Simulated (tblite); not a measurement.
Compound: CH8N3PSi.
Structure used (GFN2-xTB), in Å, numbered top down from 1:
```xyz
14
CH8N3PSi angstrom
C      1.640   -1.025    1.329
N      0.895   -0.032    1.219
Si    -0.299    0.245   -0.028
N     -1.908    0.149    0.610
N      0.130    1.815   -0.599
P     -0.218   -1.338   -1.630
H      1.670   -1.857    0.613
H      2.318   -1.096    2.175
H     -2.319   -0.764    0.724
H     -2.125    0.721    1.411
H     -0.459    2.238   -1.298
H      0.398    2.499    0.089
H      1.062   -1.003   -2.026
H     -0.785   -0.552   -2.611
```

Calculated harmonic vibrations of the isolated species, GFN2-xTB (tblite), most abundant isotopes, no scaling. The method is semi-empirical: single wavenumbers can be off by several per cent or more. Modes of hydrogen on phosphorus can be 10 to 20 % off. One conformer, not necessarily the lowest.

Harmonic wavenumbers (cm⁻¹): 59.7, 88.9, 105.4, 133.6, 157.3, 179.3, 201.3, 201.9, 225.6, 340.3, 449.9, 506.6, 527.8, 559.9, 681.1, 694.2, 704.9, 792.5, 837.9, 859.0, 929.0, 1006.3, 1146.9, 1149.6, 1443.4, 1501.3, 1512.0, 1759.3, 2320.7, 2407.2, 2823.1, 2980.8, 3464.9, 3473.1, 3501.4, 3513.5.

A = 2287, B = 1986, C = 1539 MHz; mass 121.023 u (most abundant isotopes); point group C1, symmetry number 1.

Question: What is the zero-point energy?

Answer: ½Σν̃ = 21620 cm⁻¹ = 61.81 kcal/mol.

Question: Give the ideal-gas entropy at 400 K and 1 bar in the rigid-rotor, harmonic-oscillator model (classical rotation).

Answer: Translation 41.77, rotation 29.10, vibration 40.64: S = 111.5 cal/(mol K).

Question: And Cp and H(400 K) − H(0)?

Answer: Cp = 43.51 cal/(mol K), of which vibrations give 35.57 (their classical limit is 36 R = 71.5); H(400 K) − H(0) = 11.38 kcal/mol without the zero-point energy, 8.20 from vibrations.

Question: Blend soft modes into free rotors: weight 1/[1 + (100 cm⁻¹/ν̃)⁴] for the oscillator and the rest for a rotor with moment μB/(μ + B), μ = h/(8π²ν), B = 10⁻⁴⁴ kg m². What vibrational entropy results?

Answer: 38.16 cal/(mol K) in place of 40.64, which changes −T·S at 400 K by +0.99 kcal/mol.

Question: Which modes carry the vibrational entropy at 400 K?

Answer: 59.7 cm⁻¹: 5.05; 88.9 cm⁻¹: 4.26; 105.4 cm⁻¹: 3.93; 133.6 cm⁻¹: 3.46; 157.3 cm⁻¹: 3.15; 179.3 cm⁻¹: 2.89 cal/(mol K); the other 30 give 17.90 together.

Question: How do the functions run with temperature in this model?

Answer: 
```
 T (K)  S (cal/(mol K))  Cp (cal/(mol K))  H − H(0) (kcal/mol)  G − H(0) (kcal/mol)  ln q(vib)
    50             57.0              13.6                 0.49                -2.36       0.37
   100             68.8              20.8                 1.37                -5.52       1.64
298.15             99.6              37.4                 7.25               -22.45       7.41
373.15            108.5              42.1                10.23               -30.27       9.43
   500            121.7              48.2                15.98               -44.89      12.63
   750            143.0              56.5                29.14               -78.09      18.22
  1000            160.0              62.1                43.99              -116.03      23.06
```

q(vib) and H(0) count from the zero-point level.

Question: What must be added to the electronic energy to get the Gibbs energy at 400 K and 1 bar?

Answer: ZPE + [H(400 K) − H(0)] − T·S = 61.81 + 11.38 − 44.60 = 28.59 kcal/mol.

Hindered rotation and anharmonicity are outside this model. Other conformers, if any are populated, would add a mixing term that is left out. The structure is chiral; the term R ln 2 for an equal mix with its mirror image is left out.
